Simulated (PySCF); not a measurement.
Species: CH8GeNP.
Numbering: `[CH3:1][NH:2][GeH2:3][PH2:4]` (hydrogens: H5, H6, H7 on C1; H8 on N2; H9, H10 on Ge3; H11, H12 on P4)

Level of theory: PySCF, PBE0-D3(BJ)/def2-SVP geometry optimisation, gas phase.

What internal coordinates does the optimisation give?

| bond | length (pm) | order |
| --- | --- | --- |
| C1–N2 | 144.4 | single |
| N2–Ge3 | 183.3 | single |
| Ge3–P4 | 234.6 | single |
| C1–H5, C1–H6, C1–H7 | 110.5 | single |
| N2–H8 | 101.6 | single |
| Ge3–H9, Ge3–H10 | 154.1 | single |
| P4–H11, P4–H12 | 143.0 | single |

Bonds in one row agree within 1 pm and their mean is given. Orders are formal, as drawn. A selection of angles:
| angle | degrees |
| --- | --- |
| N2–C1–H5 | 109.9 |
| N2–C1–H6 | 110.7 |
| N2–C1–H7 | 115.1 |
| H5–C1–H6 | 106.5 |
| H5–C1–H7 | 107.0 |
| C1–N2–Ge3 | 120.2 |
| C1–N2–H8 | 112.6 |
| Ge3–N2–H8 | 113.7 |
| N2–Ge3–P4 | 112.9 |
| N2–Ge3–H9 | 106.8 |
| P4–Ge3–H9 | 107.6 |
| P4–Ge3–H10 | 111.4 |
| H9–Ge3–H10 | 111.4 |
| Ge3–P4–H11 | 93.7 |
| H11–P4–H12 | 93.1 |

Dihedral angles: C1–N2–Ge3–P4 61° (synclinal). The mirror-image conformer, all signs reversed, is as good.

Ge3 (germanium bonded to N, P and 2 H) is tetrahedral (angles from 106.7° to 112.9°). P4 (three-coordinate phosphorus) is pyramidal (angles 93.7°, 93.1° and 93.0°, sum 279.8°, 0.88 Å off the plane of its three neighbours). N2 (nitrogen bonded to C, Ge and H) is pyramidal (angles 120.2°, 113.7° and 112.6°, sum 346.5°, 0.29 Å off the plane of its three neighbours).

Point group: C1 (no symmetry element, even within 0.4 Å). Not checked by PBE0-D3(BJ)/def2-SVP frequencies. The numbers are those of one conformer (C1–N2–Ge3–P4 61°, N2–Ge3–P4–H -76° and -170°).

Hardware: one thread, AMD EPYC 9R45 (x86_64), shared host. Cost: 21 s, 0.51 GiB resident at most. This is the geometry optimisation.
